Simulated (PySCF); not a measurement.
**Polarisability and C₆ of C (carbon, neutral)**

[He] 2s2 2p2, high-spin 3P determinant. Calculation: PySCF 2.14, in aug-cc-pVDZ-DK (4s3p2d, 23 functions); the spin-free X2C one-electron Hamiltonian (Gaussian nucleus). Coupled (time-dependent) response in atomic units; α is the mean over directions. A double-zeta set is small for polarisabilities.

```json
{"method": "UHF", "mean α (bohr³)": "11.56", "α xx, yy, zz": "10.51, 12.08, 12.08", "C₆ (like pair)": "45.08", "S(−4)": "85.35"}
{"method": "PBE", "mean α (bohr³)": "12.41", "α xx, yy, zz": "10.47, 13.38, 13.38", "C₆ (like pair)": "50.15", "S(−4)": "92.78"}
{"method": "PBE0", "mean α (bohr³)": "11.93", "α xx, yy, zz": "10.32, 12.73, 12.73", "C₆ (like pair)": "47.77", "S(−4)": "81.60"}
{"method": "B3LYP", "mean α (bohr³)": "11.84", "α xx, yy, zz": "10.26, 12.63, 12.63", "C₆ (like pair)": "47.03", "S(−4)": "80.73"}
{"method": "wB97X-V", "mean α (bohr³)": "11.69", "α xx, yy, zz": "10.22, 12.43, 12.43", "C₆ (like pair)": "46.88", "S(−4)": "74.85"}
```

S(−4) is the Cauchy moment in α(ω) = α(0) + S(−4) ω² + …

Reference α: 11.3 ± 0.4 bohr³ (recommended; Schwerdtfeger and Nagle, table of static dipole polarizabilities (2023 update)). Published C₆: 46.60 (Chu and Dalgarno (2004); Tang, Norbeck and Certain (1976)).

α(iu) at UHF:

| u (hartree) | α(iu) (bohr³) |
| --- | --- |
| 0 | 11.56 |
| 0.0500 | 11.35 |
| 0.100 | 10.81 |
| 0.200 | 9.265 |
| 0.300 | 7.693 |
| 0.500 | 5.243 |
| 0.750 | 3.370 |
| 1.00 | 2.295 |
| 1.50 | 1.234 |
| 2.00 | 0.7608 |
| 3.00 | 0.3685 |
| 5.00 | 0.1415 |

The components differ because the open shell of this determinant is not spherical; for a pure term their mean is the scalar polarisability.
